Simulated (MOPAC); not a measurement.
MOPAC input (PM7):

```
PM7 1SCF GEO-OK AUX(PRECISION=9) THREADS=1
H2Br2Ge

Br   -1.86359300 1    0.54734500 1   -0.02204400 1
Ge   -0.04419600 1   -0.88525800 1    0.03182900 1
Br    1.90886300 1    0.35941900 1   -0.01055900 1
H    -0.08669800 1   -1.65774900 1    1.35214100 1
H    -0.08347000 1   -1.75073600 1   -1.22958900 1
```

From the output:

```
                                                       MOPAC v23.2.5 Linux

          FINAL HEAT OF FORMATION =        -15.92407 KCAL/MOL =     -66.62633 KJ/MOL

          COSMO AREA              =        126.81 SQUARE ANGSTROMS
          COSMO VOLUME            =        118.50 CUBIC ANGSTROMS

          IONIZATION POTENTIAL    =         10.230917 EV
          HOMO LUMO ENERGIES (EV) =        -10.231 -1.680
          NO. OF FILLED LEVELS    =         10
          MOLECULAR WEIGHT        =        234.4138         POINT GROUP:  C2v

          MOLECULAR DIMENSIONS (Angstroms)

            Atom       Atom       Distance
           Br     3   Br     1     3.77715
            H     4    H     5     2.58341
           Br     3    H     4     2.16170

          SCF CALCULATIONS        =          1

   ATOM   CHEMICAL          X               Y               Z
  NUMBER   SYMBOL      (ANGSTROMS)     (ANGSTROMS)     (ANGSTROMS)

     1      Br         -1.86359300  *   0.54734500  *  -0.02204400  *
     2      Ge         -0.04419600  *  -0.88525800  *   0.03182900  *
     3      Br          1.90886300  *   0.35941900  *  -0.01055900  *
     4       H         -0.08669800  *  -1.65774900  *   1.35214100  *
     5       H         -0.08347000  *  -1.75073600  *  -1.22958900  *

                             CARTESIAN COORDINATES

   1   Br       -1.863593000     0.547345000    -0.022044000
   2   Ge       -0.044196000    -0.885258000     0.031829000
   3   Br        1.908863000     0.359419000    -0.010559000
   4    H       -0.086698000    -1.657749000     1.352141000
   5    H       -0.083470000    -1.750736000    -1.229589000

           Empirical Formula: H2 Br2 Ge  =     5 atoms

      MOLECULAR POINT GROUP   :   C2v

                  EIGENVALUES
 -26.22746 -25.60172 -18.67934 -13.66992 -12.49332 -11.98736 -10.67038 -10.41173
 -10.39720 -10.23092  -1.68039  -1.57105   0.60518   1.85469 256.88264 257.81079
 257.93947 259.84725 259.85004 260.32022 260.32982 261.51831 261.84991 262.47347

              NET ATOMIC CHARGES AND DIPOLE CONTRIBUTIONS

  ATOM NO.   TYPE          CHARGE      No. of ELECS.   s-Pop       p-Pop       d-Pop
    1         Br          -0.204420        7.2044     1.92708     5.27499     0.00235
    2         Ge           0.180271        3.8197     1.12491     2.69481
    3         Br          -0.204420        7.2044     1.92708     5.27499     0.00235
    4          H           0.114285        0.8857     0.88572
    5          H           0.114284        0.8857     0.88572
 DIPOLE           X         Y         Z       TOTAL
 POINT-CHG.    -0.176    -3.528     0.127     3.535
 HYBRID         0.003     0.065    -0.002     0.065
 SUM           -0.173    -3.463     0.125     3.469

          ATOMIC ORBITAL ELECTRON POPULATIONS

     Atom    s        px        py        pz      x^2-y^2     xz        z^2       yz        xy
    1 Br   1.92708   1.54675   1.74107   1.98717   0.00048   0.00030   0.00034   0.00022   0.00101
    2 Ge   1.12491   0.71083   0.87192   1.11207
    3 Br   1.92708   1.48869   1.79900   1.98729   0.00054   0.00035   0.00034   0.00017   0.00095
    4  H   0.88572
    5  H   0.88572

 **********************
 *                    *
 * JOB ENDED NORMALLY *
 *                    *
 **********************

 == MOPAC DONE ==
```

The geometry given is a B3LYP-D3(BJ)/def2-TZVP minimum.
